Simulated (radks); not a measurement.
Species: Pt IV. Configuration: [Kr] 4d10 4f14 5s1.75 5p6 5d7 6p0.25 (fractional occupations, a model configuration). Calculated with a radial shooting solver on a logarithmic mesh with Libxc functionals: scalar-relativistic Kohn-Sham, SCAN, spin-unpolarised, spherical densities, finite nucleus; meta-GGA in the generalised Kohn-Sham scheme; Fermi nuclear charge, rms radius 5.427 fm.

Local quantities along the radius. ELF = 1/(1 + alpha^2) is the electron localisation function; alpha = (tau - tau_W)/tau_unif compares the Pauli kinetic energy density with that of the uniform gas; s = |grad rho|/(2 (3 pi^2)^(1/3) rho^(4/3)) is the reduced gradient; r v_xc is r times the local exchange-correlation potential (hartree bohr, multiplicative part alone); -r V(r) is the screened charge that the Kohn-Sham potential presents (atomic units). tau is taken from the large components.

r (bohr)    ELF    alpha       s    r v_xc  -r V(r)
0.001662  0.999  0.02694  0.7163   -0.1973    77.23
0.002289  0.999  0.03174  0.6487   -0.2416    76.92
0.003128  0.998  0.03966  0.6101   -0.2951    76.51
0.004307  0.997  0.05417  0.5958   -0.3606    75.93
0.005931  0.993  0.08249  0.6065   -0.4355    75.16
0.008103  0.980   0.1417  0.6412   -0.5170    74.17
0.01116   0.924   0.2878  0.6959   -0.6238    72.86
0.01537   0.701   0.6524  0.7300   -0.7123    71.14
0.02099   0.387    1.259  0.6250   -0.8092    69.00
0.02891   0.373    1.296  0.3657   -0.6531    65.94
0.0395    0.631   0.7641  0.2837    -1.063    62.83
0.05439   0.739   0.5949  0.3927    -1.139    58.56
0.07491   0.499    1.003  0.4803   -0.9045    53.27
0.1023    0.367    1.313  0.2764    -1.084    47.78
0.1409    0.672   0.6994  0.2523    -1.530    41.69
0.1941    0.610   0.7989  0.4781    -1.017    34.39
0.2651    0.277    1.615  0.3121    -1.273    27.97
0.3651    0.653   0.7287  0.1976    -1.815    21.57
0.5028    0.653   0.7295  0.4659    -1.684    15.53
0.6869    0.334    1.412  0.5682    -1.419    11.10
0.946     0.506   0.9881  0.4206    -1.214    7.721
1.303     0.621   0.7807  0.6430    -1.217    5.630
1.78      0.353    1.354   1.058    -1.191    4.622
2.451     0.092    3.136   1.883   -0.6193    3.711
3.375     0.015    7.993   3.622   -0.4049    3.418
4.611     0.003    18.25   8.152   -0.2184    3.220
6.35      0.000    70.86   28.95  -0.07291    3.073

On this mesh the ELF has minima near r = 0.025, 0.088, 0.27, 0.69 bohr, which separate the shells, and maxima near 0.054 (0.74), 0.17 (0.72), 0.43 (0.72), 1.1 (0.63).

Self-consistent cycle (total energy in hartree, residual of the potential): 1: -18377.38203, 2e+01; 2: -18402.38537, 9e+00; 3: -18408.75687, 1e+00; 4: -18408.96774, 9e-01; 5: -18409.09487, 1e-01; 6: -18409.10583, 1e-02; 7: -18409.10913, 8e-03; 8: -18409.10928, 6e-04; 9: -18409.10925, 2e-04; 10: -18409.10924, 3e-05; 11: -18409.10924, 3e-06.
